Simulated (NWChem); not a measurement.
System: C₂H₇Si, doublet; SMILES C[SiH]C

NWChem input:

```
start job
memory heap 200 mb stack 900 mb global 1100 mb
geometry units angstroms
  C     -1.564444     0.530560     0.013247
  Si     0.001178    -0.540559     0.112850
  C      1.566285     0.502930    -0.151551
  H     -1.648836     0.999650    -0.966384
  H     -2.459121    -0.064078     0.170856
  H     -1.559015     1.323028     0.756457
  H     -0.057965    -1.670032    -0.821509
  H      1.555613     0.971369    -1.135063
  H      2.461958    -0.107508    -0.088185
  H      1.652856     1.294682     0.587387
end
basis spherical
  * library def2-svp
end
dft
  odft
  mult 2
  xc pbe0
  iterations 150
end
driver
  maxiter 120
end
task dft optimize
task dft freq
```

In the optimisation the excess spin sits in a' (Cs, its own frame).

The level has its own optimisation; frequencies are unscaled.

Task: Predict the main results of this run. (PBE0/def2-SVP, spin-unrestricted.) Quantities: r C–Si (Å); r H–Si (Å); highest harmonic frequency (cm⁻¹); lowest (cm⁻¹); zero-point energy (kcal/mol); dipole (D).

Result: 
```
Property                           Value
---------------------------------  -----
r C–Si (Å)                         1.887
r H–Si (Å)                         1.502
highest harmonic frequency (cm⁻¹)   3169
lowest (cm⁻¹)                        143
zero-point energy (kcal/mol)        50.6
dipole (D)                          0.85
```
